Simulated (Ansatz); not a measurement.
Total energies of Si4Ge3 (the lowest singlet isomer of a short search) from Ansatz at PBE0-D4/def2-SVP, gas phase (1 Eh = 27.2114 eV = 2625.5 kJ/mol). The reference geometry is relaxed at PBE-D4/def2-SVP.

```xyz
7

Si    0.0392    1.5560    0.4975
Si   -1.2114   -0.6133   -0.0282
Si    0.8153    0.1114   -1.4123
Si    1.1485   -0.6559    0.9602
Ge   -0.5174    0.2609    2.4807
Ge   -1.0989    1.5969   -1.6526
Ge    0.8248   -2.2560   -0.8453
```

```
                 state   geometry  energy (Eh)
      charge 0 singlet  reference  -7386.65201
     charge -1 doublet  reference  -7386.70977
free Si atom (triplet)          –   -289.15194
free Ge atom (triplet)          –  -2076.39507
```

Work out the vertical electron affinity, to the doublet.

E(charge 0 singlet) − E(charge -1 doublet) = -7386.65201 − (-7386.70977) = 0.05776 Eh = 1.57 eV. The basis lacks diffuse functions, which makes affinities too small.

What is the binding energy per atom against free atoms?

Atoms: 4 × (-289.15194) + 3 × (-2076.39507) = -7385.79297 Eh. Binding: -7385.79297 − (-7386.65201) = 0.85904 Eh = 23.38 eV, or 3.34 eV for each of 7 atoms (no zero-point energy, no counterpoise term).

The structure comes from a short search, and lower isomers may exist.
